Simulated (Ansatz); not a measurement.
**A saddle search, step by step**

GeH4S2, closed shell, PBE0-D4/def2-SVP (Ansatz 0.2.0). Settings; a guess of the unstable mode was typed too, and convergence needs a confirmed negative curvature besides the force tolerance:

```yaml
hamiltonian: {xc: pbe0, dispersion: d4}
saddle:
  f_tol: 0.02
  max_steps: 40
```

Start:

Ge1  (-0.872, 0.161, 0.323)
S2  (1.477, -0.150, 0.367)
S3  (-0.748, 1.308, -1.420)
H4  (1.081, 0.689, -0.687)
H5  (-1.134, 0.725, 1.670)
H6  (-1.373, -1.339, 0.286)
H7  (1.442, -1.277, -0.485)
(Å)

| step | energy less the last (meV) | largest force component (eV/Å) |
| --- | --- | --- |
| 1 | 182.6 | 1.800 |
| 2 | 67.2 | 0.830 |
| 3 | 11.0 | 0.321 |
| 4 | 2.2 | 0.104 |
| 5 | 0.2 | 0.062 |
| 6 | 0.0 | 0.024 |
| 7 | 0.0 | 0.017 |
| 8 | 0.0 | 0.002 |

Step 3, positions (Å) and forces (eV/Å):

```json
{"atom": "Ge1", "x": "-0.909", "y": "0.132", "z": "0.307", "Fx": "-0.247", "Fy": "0.116", "Fz": "0.009"}
{"atom": "S2", "x": "1.522", "y": "-0.190", "z": "0.364", "Fx": "0.231", "Fy": "0.316", "Fz": "0.104"}
{"atom": "S3", "x": "-0.743", "y": "1.321", "z": "-1.427", "Fx": "0.075", "Fy": "-0.040", "Fz": "0.019"}
{"atom": "H4", "x": "1.067", "y": "0.702", "z": "-0.730", "Fx": "-0.048", "Fy": "0.001", "Fz": "0.091"}
{"atom": "H5", "x": "-1.136", "y": "0.733", "z": "1.712", "Fx": "0.013", "Fy": "-0.015", "Fz": "-0.020"}
{"atom": "H6", "x": "-1.400", "y": "-1.329", "z": "0.279", "Fx": "-0.024", "Fy": "-0.057", "Fz": "0.001"}
{"atom": "H7", "x": "1.472", "y": "-1.252", "z": "-0.449", "Fx": "0.000", "Fy": "-0.321", "Fz": "-0.204"}
```

Step 5, positions (Å) and forces (eV/Å):

```csv
atom,x,y,z,Fx,Fy,Fz
Ge1,-0.922,0.132,0.310,-0.018,0.032,0.040
S2,1.545,-0.184,0.358,0.024,-0.062,-0.025
S3,-0.717,1.313,-1.426,0.020,-0.017,0.008
H4,1.035,0.708,-0.723,-0.034,0.038,-0.015
H5,-1.139,0.738,1.715,0.004,-0.015,-0.037
H6,-1.421,-1.329,0.282,-0.006,-0.005,-0.003
H7,1.492,-1.260,-0.461,0.010,0.029,0.033
```

Step 7, positions (Å) and forces (eV/Å):

```tsv
atom	x	y	z	Fx	Fy	Fz
Ge1	-0.925	0.133	0.311	0.004	-0.002	-0.010
S2	1.549	-0.186	0.356	-0.005	0.013	-0.001
S3	-0.720	1.311	-1.426	0.017	-0.008	0.009
H4	1.036	0.710	-0.719	-0.015	-0.001	0.003
H5	-1.138	0.738	1.713	0.001	0.002	0.005
H6	-1.427	-1.328	0.282	-0.002	0.000	0.001
H7	1.499	-1.261	-0.462	-0.001	-0.004	-0.006
```

Last step (8):

```
7
angstrom
Ge -0.9277 0.1319 0.3094
S 1.5494 -0.1874 0.3577
S -0.7206 1.3072 -1.4283
H 1.0384 0.7115 -0.7123
H -1.1348 0.7397 1.7120
H -1.4317 -1.3281 0.2841
H 1.4997 -1.2574 -0.4675
```

The run took about 57 s on 4 CPU threads of an Arm Neoverse V1 (shared host).
